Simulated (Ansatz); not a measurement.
Program: Ansatz. Geometries: PBE0-D4/def2-TZVP. ΔE: electronic, gas phase. CCSD(T)/CBS is the MP2 limit (def2-TZVPP, def2-QZVPP) plus CCSD(T) − MP2 in def2-TZVPP, frozen cores. Functionals use def2-TZVPP. B3LYP here is the variant with VWN-RPA as its local correlation; programs differ in this. Elements past krypton have def2 core potentials. For In outer-core shells are correlated without core-valence functions, which leaves a few kJ/mol of doubt a bond. One conformer a species, not always the lowest.

Reaction (formal exchange of groups at the In–N bond): `C=C/C=[N]\[InH2]` + `CC[SiH3]` → `[SiH3]C[CH2][InH2]` + `C=CC=N`

```csv
level,ΔE (kJ/mol)
PBE,51.4
revPBE,55.9
B3LYP,59.3
CAM-B3LYP,55.2
```

Question: What does CCSD(T)/CBS give? (Estimate.)

Answer: The calculation gave: +40.8 kJ/mol. The listed levels differ from it by 10.6, 15.1, 18.5, 14.4 kJ/mol.

Largest T1 diagnostic among the species: 0.017.

The D4 term adds −6.0 kJ/mol with B3LYP and −3.1 kJ/mol with PBE0; it sums over pairs of atoms, weighted by their polarisabilities, and B3LYP, whose exchange is more repulsive, gets the larger term. From r2SCAN to r2SCAN0 (25 % exact exchange), in def2-TZVPP and without D4, ΔE moves by −4.3 kJ/mol. Leaving LDA and LC-ωPBE aside and taking each functional with its dispersion term where it has one, the values, not all of them listed here, spread over 17.8 kJ/mol, from ωB97M-V to BLYP-D4. LDA lies −9.8 kJ/mol from PBE without D4.

CCSD(T)/CBS has its own doubt, a few kJ/mol and more with outer-core shells, so smaller differences from it don't rank the levels.
